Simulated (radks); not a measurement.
Values are calculated unless marked as measured or tabulated.
All-electron atom: the thulium ion Tm6+ in [Kr] 4d10 4f11 5s2 5p4 (the NIST ground configuration). Code: a radial shooting solver on a logarithmic mesh with Libxc functionals. Model: Dirac Kohn-Sham, BLYP, spin-unpolarised, spherical densities, finite nucleus; open shells fill j = l - 1/2 first; Fermi nuclear charge, rms radius 5.2256 fm. Some entries of the table are withheld. Estimate them.

orbital  occ.  eigenvalue (eV)  <1/r> (bohr^-1)
1s1/2       2        -59300.98            79.07
2s1/2       2        -10075.95            19.05
2p1/2       2        -9609.966            19.03
2p3/2       4        -8629.500            16.42
3s1/2       2              (1)            6.978
3p1/2       2        -2130.521            6.895
3p3/2       4        -1923.533            6.227
3d3/2       4        -1572.412            6.114
3d5/2       6        -1527.175            5.952
4s1/2       2        -533.3129            2.926
4p1/2       2              (2)            2.818
4p3/2       4              (3)            2.587
4d3/2       4              (4)            2.370
4d5/2       6              (5)            2.314
5s1/2       2        -134.2061            1.161
5p1/2       2        -109.4078            1.056
5p3/2       2        -101.8349           0.9838
4f5/2       6         -92.1637            1.837
4f7/2       5         -90.7851            1.815
5d3/2       0         -66.8377           0.7778
5d5/2       0         -65.8601           0.7643
6s1/2       0         -56.1145           0.5462

Answer. 
(1) 3s1/2 eigenvalue (eV): -2335.934
(2) 4p1/2 eigenvalue (eV): -450.5896
(3) 4p3/2 eigenvalue (eV): -403.5600
(4) 4d3/2 eigenvalue (eV): -267.1707
(5) 4d5/2 eigenvalue (eV): -258.5548
